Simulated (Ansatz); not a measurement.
`[Cl][GeH2][SiH2]Br` + `O[SiH3]` → `[SiH3]O[SiH2]Br` + `[Cl][GeH3]` at 700 K and 1 bar (cleavage of the Si–Ge bond).

Program: Ansatz. Geometries: PBE0-D4/def2-TZVP. ΔE: electronic, gas phase. CBS: MP2 limit from def2 TZ/QZ plus the TZ coupled-cluster correction, frozen cores. For Br, Ge outer-core shells are correlated without core-valence functions, which leaves a few kJ/mol of doubt a bond. Scalar relativity is left out up to krypton. Each species was taken in one conformer, which may not be the lowest.

```
             species  CCSD(T)/CBS energy (Eh)  H − E (kJ/mol)  S (J/(mol·K))
`[Cl][GeH2][SiH2]Br`              -5400.77665           167.4          490.5
           `O[SiH3]`               -366.69042           144.6          321.6
   `[SiH3]O[SiH2]Br`              -3229.78766           201.3          485.4
        `[Cl][GeH3]`              -2537.71925           104.5          321.9
```

H − E and S are ideal-gas, rigid-rotor, harmonic terms from PBE0-D4/def2-TZVP, for one conformer and one mirror image of each species. 1 Eh = 2625.50 kJ/mol, R = 8.31446 J/(mol·K).

Q: By hand: ΔE, ΔH, ΔS and ΔG.

A: ΔE = (-3229.78766) + (-2537.71925) − (-5400.77665) − (-366.69042) = -0.03984 Eh = -104.6 kJ/mol. Δ(H − E) = 201.3 + 104.5 − 167.4 − 144.6 = -6.2, so ΔH = -110.8 kJ/mol. ΔS = 485.4 + 321.9 − 490.5 − 321.6 = -4.8 J/(mol·K). ΔG = -110.8 − 700 × (-4.8)/1000 = -107.4 kJ/mol.

Q: By hand: the equilibrium constant, and the temperature at which ΔG would vanish if ΔH and ΔS stayed fixed.

A: log₁₀ K = −ΔG/(RT ln 10) = 8.0. ΔG = 0 at ΔH/ΔS = 23083 K, far beyond where these terms or the molecules hold.

The number of gas molecules stays the same, so ΔS is small and ΔH decides. A doubt of 5 kJ/mol in ΔE shifts log₁₀ K by 0.4 here. Other conformers and mirror images would add mixing entropy, several J/(mol·K) or more a flexible species. Modes under 60 cm⁻¹, often nearly free rotors, make the harmonic entropy too high. These are equilibria of isolated gas molecules and say nothing of rates. Largest T1 diagnostic: 0.011 (customary marks: 0.02 for closed shells, 0.045 for open ones).
